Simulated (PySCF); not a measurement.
C₅H₃S₂ (charge +1).
Numbering: `[CH:1]#[C:2][c:3]1[cH:4][s:5][cH+:6][s:7]1` (hydrogens: H8 on C1; H9 on C4; H10 on C6)

Level: B3LYP/def2-SVPD in PySCF, non-relativistic, on one gas-phase PBE0-D3(BJ)/def2-SVP geometry that isn't relaxed in the solvent. The solvent is an IEF-PCM continuum (Bondi radii, 1.10 Å for H, scaled by 1.2). The model holds no explicit solvent molecules, cavitation or dispersion.

Gas phase at B3LYP/def2-SVPD: HOMO -11.98 eV, LUMO -7.91 eV.

**Question.** What does the continuum do to the energy and the frontier levels at B3LYP/def2-SVPD in benzene and dichloromethane?

**Answer.** 
```
        solvent      ε  E(solvent) − E(gas) (kJ/mol)  polarisation term (kJ/mol)  distortion of the solute (kJ/mol)  HOMO (eV)  LUMO (eV)
        benzene  2.271                       -126.74                     -127.81                               1.07      -9.67      -5.45
dichloromethane   8.93                       -203.28                     -207.14                               3.86      -8.35      -4.00
```

Polarisation term: ½ Σ q·V over the induced surface charges. Distortion: the rise of the solute's own energy as its density leaves the gas-phase optimum. From benzene to dichloromethane the lowering changes by a factor 1.60, Born's factor 1 − 1/ε by 1.59 and ε itself by 3.9.

**Question.** Which radius a makes Born's formula ΔE = −(q²/2a)(1 − 1/ε) give the value in dichloromethane?

**Answer.** a = q²(1 − 1/ε)/(2|ΔE|) = 3.03 Å, with q = +1 e and |ΔE| = 0.0774 Eh; the farthest nucleus lies 3.96 Å from the centroid of the nuclei. The formula assumes a point charge at the centre of a sphere.

**Question.** How does the static polarisability (B3LYP/def2-SVPD, frozen core, with the continuum's full static response) change?

**Answer.** 
```
         medium  isotropic (au)  principal values (au)  ⟨r²⟩ of the electrons (bohr²)
            gas            88.9      49.2, 82.4, 135.2                          999.6
        benzene           104.2      56.0, 97.1, 159.6                         1000.6
dichloromethane           120.2     64.7, 113.1, 182.6                         1001.3
```

The isotropic value in dichloromethane is 1.35 times the gas-phase one; no cavity-field correction is applied. ⟨r²⟩ is taken about the centre of nuclear charge.
